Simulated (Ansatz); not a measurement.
Pulling on the Ga1–Cl4 bond in ClGaH2 (SMILES [Cl][GaH2]) (multiplicity 1 held, fragments rigid). Energies count from the point at 2.166 Å.
Geometry at that point (charge 0, multiplicity 1):
```xyz
4

Ga    -0.00290    -0.23189    -0.67117
H     -1.40910    -0.31185    -1.33456
H      1.39794    -0.58224    -1.25326
Cl     0.00594     0.47545     1.37612
```

R- and RO- levels are restricted; in cc, def2 and unpolarised 6-31G sets they are followed outwards from rest. U- levels take the lowest unrestricted solution at each point, which mixes spins at long bonds. Active spaces are followed from a long bond inwards. Levels need not reach the same state.

Frozen-core correlation. Filled d and f shells under p-block atoms count as core.

Programs: Ansatz (a quantum-chemistry and plane-wave program) with Gaussian orbitals. Values without a source in brackets are computed.

Energies in kcal/mol.

```json
[
 {"R (Å)": "1.733", "U-MP2/def2-SVP": "67.5", "R-CCSDT(Q)/def2-SVP": "68.2", "CASSCF(6,4)/def2-SVP": "69.9", "SC-NEVPT2 on CASSCF(6,4)/def2-SVP": "67.6", "FIC-NEVPT4(SD) on CASSCF(6,4)/def2-SVP": "67.8", "FIC-MRCISD+Q on CASSCF(6,4)/def2-SVP": "68.1"},
 {"R (Å)": "1.949", "U-MP2/def2-SVP": "11.6", "R-CCSDT(Q)/def2-SVP": "12.0", "CASSCF(6,4)/def2-SVP": "12.9", "SC-NEVPT2 on CASSCF(6,4)/def2-SVP": "11.5", "FIC-NEVPT4(SD) on CASSCF(6,4)/def2-SVP": "11.7", "FIC-MRCISD+Q on CASSCF(6,4)/def2-SVP": "11.9"},
 {"R (Å)": "2.166", "U-MP2/def2-SVP": "0.0", "R-CCSDT(Q)/def2-SVP": "0.0", "CASSCF(6,4)/def2-SVP": "0.0", "SC-NEVPT2 on CASSCF(6,4)/def2-SVP": "0.0", "FIC-NEVPT4(SD) on CASSCF(6,4)/def2-SVP": "0.0", "FIC-MRCISD+Q on CASSCF(6,4)/def2-SVP": "0.0"},
 {"R (Å)": "2.383", "U-MP2/def2-SVP": "7.0", "R-CCSDT(Q)/def2-SVP": "6.5", "CASSCF(6,4)/def2-SVP": "5.6", "SC-NEVPT2 on CASSCF(6,4)/def2-SVP": "6.4", "FIC-NEVPT4(SD) on CASSCF(6,4)/def2-SVP": "6.5", "FIC-MRCISD+Q on CASSCF(6,4)/def2-SVP": "6.5"},
 {"R (Å)": "2.599", "U-MP2/def2-SVP": "21.1", "R-CCSDT(Q)/def2-SVP": "20.0", "CASSCF(6,4)/def2-SVP": "17.8", "SC-NEVPT2 on CASSCF(6,4)/def2-SVP": "16.9", "FIC-NEVPT4(SD) on CASSCF(6,4)/def2-SVP": "19.4", "FIC-MRCISD+Q on CASSCF(6,4)/def2-SVP": "19.9"},
 {"R (Å)": "2.924", "U-MP2/def2-SVP": "44.9", "R-CCSDT(Q)/def2-SVP": "42.8", "CASSCF(6,4)/def2-SVP": "39.0", "SC-NEVPT2 on CASSCF(6,4)/def2-SVP": "39.8", "FIC-NEVPT4(SD) on CASSCF(6,4)/def2-SVP": "42.1", "FIC-MRCISD+Q on CASSCF(6,4)/def2-SVP": "42.6"},
 {"R (Å)": "3.249", "U-MP2/def2-SVP": "69.4", "R-CCSDT(Q)/def2-SVP": "63.0", "CASSCF(6,4)/def2-SVP": "58.2", "SC-NEVPT2 on CASSCF(6,4)/def2-SVP": "60.5", "FIC-NEVPT4(SD) on CASSCF(6,4)/def2-SVP": "62.3", "FIC-MRCISD+Q on CASSCF(6,4)/def2-SVP": "62.9"},
 {"R (Å)": "3.791", "U-MP2/def2-SVP": "98.1", "R-CCSDT(Q)/def2-SVP": "86.9", "CASSCF(6,4)/def2-SVP": "80.6", "SC-NEVPT2 on CASSCF(6,4)/def2-SVP": "85.9", "FIC-NEVPT4(SD) on CASSCF(6,4)/def2-SVP": "86.7", "FIC-MRCISD+Q on CASSCF(6,4)/def2-SVP": "87.1"},
 {"R (Å)": "4.332", "U-MP2/def2-SVP": "104.9", "R-CCSDT(Q)/def2-SVP": "97.6", "CASSCF(6,4)/def2-SVP": "90.6", "SC-NEVPT2 on CASSCF(6,4)/def2-SVP": "100.3", "FIC-NEVPT4(SD) on CASSCF(6,4)/def2-SVP": "99.3", "FIC-MRCISD+Q on CASSCF(6,4)/def2-SVP": "98.7"},
 {"R (Å)": "4.982", "U-MP2/def2-SVP": "106.9", "R-CCSDT(Q)/def2-SVP": "98.2", "CASSCF(6,4)/def2-SVP": "93.9", "SC-NEVPT2 on CASSCF(6,4)/def2-SVP": "104.3", "FIC-NEVPT4(SD) on CASSCF(6,4)/def2-SVP": "103.4", "FIC-MRCISD+Q on CASSCF(6,4)/def2-SVP": "102.7"},
 {"R (Å)": "5.848", "U-MP2/def2-SVP": "107.4", "R-CCSDT(Q)/def2-SVP": "95.3", "CASSCF(6,4)/def2-SVP": "94.8", "SC-NEVPT2 on CASSCF(6,4)/def2-SVP": "105.1", "FIC-NEVPT4(SD) on CASSCF(6,4)/def2-SVP": "104.3", "FIC-MRCISD+Q on CASSCF(6,4)/def2-SVP": "103.7"},
 {"R (Å)": "6.931", "U-MP2/def2-SVP": "107.5", "R-CCSDT(Q)/def2-SVP": "94.9", "CASSCF(6,4)/def2-SVP": "94.9", "SC-NEVPT2 on CASSCF(6,4)/def2-SVP": "105.2", "FIC-NEVPT4(SD) on CASSCF(6,4)/def2-SVP": "104.5", "FIC-MRCISD+Q on CASSCF(6,4)/def2-SVP": "103.9"}
]
```

Doubts at one or more of the structures used: a spin-contaminated determinant (U-MP2/def2-SVP); a restricted determinant that unrestricted orbitals would lower (R-CCSDT(Q)/def2-SVP); T1 above 0.05 (R-CCSDT(Q)/def2-SVP); other coupled-cluster roots lie near (R-CCSDT(Q)/def2-SVP); active orbitals that take no part (CASSCF(6,4)/def2-SVP, SC-NEVPT2 on CASSCF(6,4)/def2-SVP, FIC-NEVPT4(SD) on CASSCF(6,4)/def2-SVP, FIC-MRCISD+Q on CASSCF(6,4)/def2-SVP).
